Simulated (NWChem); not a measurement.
System: C5H6OSe; SMILES COc1ccc[se]1

The following NWChem deck was run.

```
start job
memory heap 200 mb stack 900 mb global 1100 mb
geometry units angstroms noautoz
  C     -0.173348     3.023582    -0.001547
  O     -0.775484     1.754068     0.000006
  C      0.044668     0.700274     0.000011
  C      1.413352     0.635593    -0.000140
  C      1.927071    -0.700935    -0.000094
  C      0.994244    -1.692494     0.000044
  Se    -0.737721    -1.003599     0.000074
  H     -0.986174     3.760227    -0.001360
  H      0.451031     3.169428    -0.900316
  H      0.452672     3.170889     0.895828
  H      2.056244     1.516251    -0.000192
  H      2.999151    -0.910698    -0.000138
  H      1.163963    -2.768138     0.000132
end
basis spherical
  * library 6-31g*
end
dft
  xc hfexch
  iterations 150
  mulliken
end
task dft energy
```

Geometry: optimised at PBE0/def2-SVP. No frequency run checked for a minimum.

Q: Predict the main results of this run. (Hartree-Fock/6-31G* (spherical d).) Quantities: energy (Ha); highest occupied level (eV); orbital gap (eV); dipole (D).

A: 
| Quantity | Value |
|---|---|
| energy (Ha) | -2667.18 |
| highest occupied level (eV) | -8.09 |
| orbital gap (eV) | 11.89 |
| dipole (D) | 2.09 |
